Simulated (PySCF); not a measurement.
Bond stretch in SMILES O[SiH3] (H₄OSi). The Si1–O5 bond (Si1 also carries H, H, H; O5 carries H) is pulled apart rigidly from the PBE0/def2-TZVP optimised geometry.

Levels: RKS-PBE = restricted PBE/cc-pVDZ in PySCF; UKS-PBE = unrestricted PBE/cc-pVDZ in PySCF 2.14.0; RKS-CAM-B3LYP = restricted CAM-B3LYP/cc-pVDZ (PySCF); UCCSD(T) = CCSD(T) on UHF/cc-pVDZ, 6 core orbitals frozen run with PySCF 2.14.0.

Energies relative to the lowest point of each curve near equilibrium, in kJ/mol; the last columns give the difference from UCCSD(T):

| R / Å | RKS-PBE | UKS-PBE | RKS-CAM-B3LYP | UCCSD(T) | RKS-PBE − UCCSD(T) | UKS-PBE − UCCSD(T) | RKS-CAM-B3LYP − UCCSD(T) |
|---|---|---|---|---|---|---|---|
| 1.24 | 686.6 | 686.6 | 658.9 | 689.1 | -2.5 | -2.5 | -30.2 |
| 1.33 | 365.8 | 365.8 | 343.9 | 364.2 | 1.5 | 1.5 | -20.3 |
| 1.39 | 227.0 | 227.0 | 209.0 | 224.3 | 2.7 | 2.7 | -15.3 |
| 1.50 | 76.2 | 76.2 | 64.9 | 73.2 | 3.0 | 3.0 | -8.4 |
| 1.56 | 33.4 | 33.4 | 25.5 | 30.9 | 2.5 | 2.5 | -5.4 |
| 1.61 | 12.6 | 12.6 | 7.6 | 10.8 | 1.8 | 1.8 | -3.3 |
| 1.65 | 3.6 | 3.6 | 0.8 | 2.5 | 1.1 | 1.1 | -1.7 |
| 1.70 | 0.0 | 0.0 | 0.0 | 0.0 | 0.0 | 0.0 | 0.0 |
| 1.74 | 2.0 | 2.0 | 4.2 | 3.0 | -1.0 | -1.0 | 1.2 |
| 1.83 | 18.3 | 18.3 | 25.5 | 21.8 | -3.5 | -3.5 | 3.6 |
| 1.93 | 49.0 | 49.0 | 61.6 | 55.7 | -6.8 | -6.8 | 5.9 |
| 2.04 | 90.8 | 90.8 | 109.5 | 101.4 | -10.7 | -10.7 | 8.1 |
| 2.22 | 164.7 | 164.7 | 193.5 | 181.5 | -16.8 | -16.8 | 12.0 |
| 2.46 | 257.8 | 257.8 | 300.2 | 285.3 | -27.5 | -27.5 | 15.0 |
| 2.71 | 338.8 | 338.8 | 395.5 | 369.9 | -31.1 | -31.1 | 25.6 |
| 2.99 | 409.5 | 404.5 | 482.3 | 428.1 | -18.6 | -23.6 | 54.2 |
| 3.30 | 467.4 | 444.1 | 557.7 | 451.5 | 15.9 | -7.4 | 106.2 |
| 3.66 | — | 468.5 | 624.2 | 459.4 | — | 9.1 | 164.8 |
| 4.02 | — | 481.3 | 673.1 | 462.3 | — | 19.1 | 210.8 |
| 4.45 | — | 489.1 | 714.2 | 463.7 | — | 25.3 | 250.5 |
| 4.98 | — | 493.3 | 747.3 | 464.4 | — | 28.9 | 282.9 |
| 5.73 | — | 495.2 | 774.3 | 464.6 | — | 30.5 | 309.6 |

RKS-PBE is furthest from UCCSD(T) at 2.71 (-31.1 kJ/mol, below); its mean absolute difference over the points is 8.6 kJ/mol.

UKS-PBE is furthest from UCCSD(T) at 2.71 (-31.1 kJ/mol, below); its mean absolute difference over the points is 11.6 kJ/mol.

RKS-CAM-B3LYP is furthest from UCCSD(T) at 5.73 (309.6 kJ/mol, above); its mean absolute difference over the points is 69.8 kJ/mol.

Dashes: no converged value, or the column stops at the first point that the program doubted or that broke a chosen test of continuity, which isn't proof of a fault.

The restricted form behind RKS-PBE, RKS-CAM-B3LYP keeps the bonding electrons paired and can't separate into open-shell fragments. The unrestricted determinant behind UKS-PBE is spin-contaminated at 2.99 to 5.73 Å (<S²> up to 1.0, against 0.00 for a pure singlet). At the longest distance RKS-CAM-B3LYP leaves fractional charges on the fragments, a sign of delocalisation error or of the restricted form. The unrestricted determinant behind UCCSD(T) is spin-contaminated at 2.46 to 5.73 Å (<S²> up to 1.0, against 0.00 for a pure singlet).
